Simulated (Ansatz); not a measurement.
The cluster Sr₃⁻. Total charge -1; doublet. Geometry r2SCAN/def2-TZVPD.

```xyz
3

Sr    1.234   -2.002   -0.003
Sr   -1.126    0.685    1.965
Sr   -0.108    1.318   -1.963
```

In the def2 sets Sr takes a core potential; there is no spin–orbit coupling. At PBE/def2-SVPD, PBE/def2-TZVPD, BLYP/def2-TZVPD, r2SCAN/def2-TZVPD and others the highest occupied level of the charge -1 doublet lies above zero (up to 0.85 eV). It is a level of α spin, whose loss leaves a singlet; that state wasn't run at this geometry and level. The electron is either unbound and held by the finite basis, or the level is raised by self-interaction error. At r2SCAN/def2-TZVPD, r2SCANh/def2-TZVPD the charge -1 doublet is spin-contaminated (final ⟨S²⟩ up to 1.24, 0.75 for a pure state). The geometry of the doublet was relaxed on an unsound state (⟨S²⟩ 1.23, where a pure state has 0.75). The structure comes from a short search, and lower isomers may exist.

**Question.** Estimate the α-spin orbital energies around the gap (eV) in Ansatz with PBE/def2-SVPD, PBE/def2-TZVPD, BLYP/def2-TZVPD, r2SCAN/def2-TZVPD, r2SCANh/def2-TZVPD.

**Answer.** 
| orbital | PBE/def2-SVPD | PBE/def2-TZVPD | BLYP/def2-TZVPD | r2SCAN/def2-TZVPD | r2SCANh/def2-TZVPD |
| --- | --- | --- | --- | --- | --- |
| HOMO−5 | -19.52 | -19.39 | -19.18 | -20.28 | -20.97 |
| HOMO−4 | -19.51 | -19.39 | -19.17 | -20.27 | -20.97 |
| HOMO−3 | -1.58 | -1.56 | -1.25 | -1.82 | -2.14 |
| HOMO−2 | -0.26 | -0.23 | -0.01 | -0.32 | -0.49 |
| HOMO−1 | -0.24 | -0.22 | 0.00 | -0.31 | -0.48 |
| HOMO | 0.45 | 0.48 | 0.85 | 0.21 | 0.04 |
| LUMO | 0.83 | 0.85 | 1.15 | 0.86 | 1.04 |
| LUMO+1 | 1.14 | 1.18 | 1.45 | 1.29 | 1.43 |
| LUMO+2 | 1.14 | 1.18 | 1.45 | 1.29 | 1.43 |
| LUMO+3 | 1.31 | 1.39 | 1.60 | 1.39 | 1.58 |
| LUMO+4 | 1.34 | 1.39 | 1.66 | 1.40 | 1.59 |
| LUMO+5 | 1.35 | 1.39 | 1.67 | 1.51 | 1.73 |
| β HOMO | -0.20 | -0.17 | 0.04 | -0.29 | -0.47 |
| β LUMO | 0.94 | 0.97 | 1.23 | 0.81 | 0.98 |
